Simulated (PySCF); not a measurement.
A GIAO shielding run with PySCF 2.14.0 with density-fitted response routines (density fitting, non-relativistic, gas phase) on `C[C@H]([SiH3])/C(C#N)=C/CF`, C6H10FNSi:

```
$ OMP_NUM_THREADS=1 python probes_run.py task.json out

{"job": {"kind": "nmr", "xc": "PBE0", "basis": "pcSseg-1"}, "charge": 0, "multiplicity": 1}
C     -1.727131     1.011995    -0.991937
C     -0.959920    -0.211177    -0.491889
Si    -1.875824    -1.061931     0.972064
C      0.422849     0.153570    -0.053024
C      0.525005     1.256477     0.827582
N      0.598591     2.151367     1.541247
C      1.527717    -0.504970    -0.420322
C      2.910059    -0.166551     0.030669
F      3.687278    -1.299301     0.063949
H     -1.829480     1.755957    -0.204471
H     -1.209402     1.475924    -1.831346
H     -2.722304     0.723779    -1.322874
H     -0.871206    -0.929867    -1.312721
H     -1.992804    -0.102767     2.067105
H     -3.193299    -1.461298     0.478625
H     -1.085489    -2.225883     1.372005
H      1.460389    -1.348121    -1.093667
H      2.926284     0.270281     1.035003
H      3.398882     0.521765    -0.673460
```

Hardware: 1 thread of an AMD EPYC 9R45 96-Core, shared host. The job also computes population analyses, field gradients.

Q: How large is the calculation?

A: 76 electrons, 210 basis functions and 1104 auxiliary functions.

Q: How long does it take, and how much memory does it need?

A: 19 s of wall time, with 14 SCF cycles and 5 response iterations; peak memory 0.94 GiB. Times on a shared host scatter by some tens of per cent.
